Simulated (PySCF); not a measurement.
C₃H₇ClOSi, SMILES C[Si@H](C(=C)Cl)O.

Geometry optimised at ωB97X-D3(BJ)/def2-SVP. The structure was generated by enumeration; whether it is a known compound was not checked. The values are those of a single conformer.

The numbers are results of PySCF 2.14.0 with TDDFT-PBE/def2-SVPD, not measurements.

Vertical excitations. The molecule is in vacuum.

Computed UV-visible absorptions:
```csv
state,energy (eV),λ (nm),f,main pairs
S1,5.46,227,0.001,HOMO−1→LUMO 99 %
S2,5.72,217,0.011,HOMO→LUMO+1 94 %
S3,5.92,209,0.129,HOMO→LUMO 77 %
S4,6.10,203,0.037,HOMO−2→LUMO 92 %
S5,6.28,197,0.003,HOMO→LUMO+2 95 %
S6,6.32,196,0.018,HOMO−1→LUMO+1 85 %
S7,6.44,192,0.028,HOMO−3→LUMO 93 %
S8,6.78,183,0.004,HOMO→LUMO+3 95 %
S9,6.84,181,0.032,HOMO−1→LUMO+2 81 %
S10,6.97,178,0.012,HOMO−2→LUMO+1 91 %
T1,4.01,310,0,HOMO→LUMO 97 %
T2,5.12,242,0,HOMO−1→LUMO 99 %
T3,5.60,222,0,HOMO→LUMO+1 94 %
T4,5.92,210,0,HOMO−2→LUMO 97 %
```
Triplets are in the Tamm–Dancoff approximation, which puts them higher than full response would, so one can lie above its singlet here.
